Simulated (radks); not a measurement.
The numbers below are computed, except where a source is named.
Excited configurations of As II: one electron is placed in a higher orbital outside [Ar] 3d10 4s2 4p1. The ground configuration is [Ar] 3d10 4s2 4p2. Code: a radial shooting solver on a logarithmic mesh with Libxc functionals. Model: Dirac Kohn-Sham, PBE, spin-unpolarised, spherical densities, finite nucleus; open shells are shared between the two j in proportion to 2j + 1; Fermi nuclear charge, rms radius 4.0968 fm. Excitation = E - E(ground); binding = E(ion) - E, where the ion is the core of charge +2; n* = 2/sqrt(2 binding) in atomic units, and the quantum defect is n - n*. Eigenvalue and <r> are those of j = l + 1/2.

outer orbital  excitation (eV)  binding (eV)  quantum defect  <r> (bohr)
5d                      13.822         4.100           1.357       8.904
6s                      13.290         4.632           2.572       9.176
7s                      15.067         2.856           2.634       14.89
7d                      16.118         1.804           1.507       22.28
7f                      16.647         1.275           0.467       30.77

The Delta-SCF ionisation energy is 17.922 eV (NIST Atomic Spectra Database: 18.589 eV, measured). Self-interaction in the functional shifts the binding energies and quantum defects, so they are the method's values and not measured ones. Spin polarisation and multiplet splitting are left out, so open shells lie too high by an amount that depends on their filling. Sharing an open shell by 2j + 1 raises it above the true ground level by a part of the spin-orbit splitting, which enters the differences from NIST.

Beside tabulated values, note that spin-unpolarised runs miss the spin-polarisation part of the exchange energy of open shells.
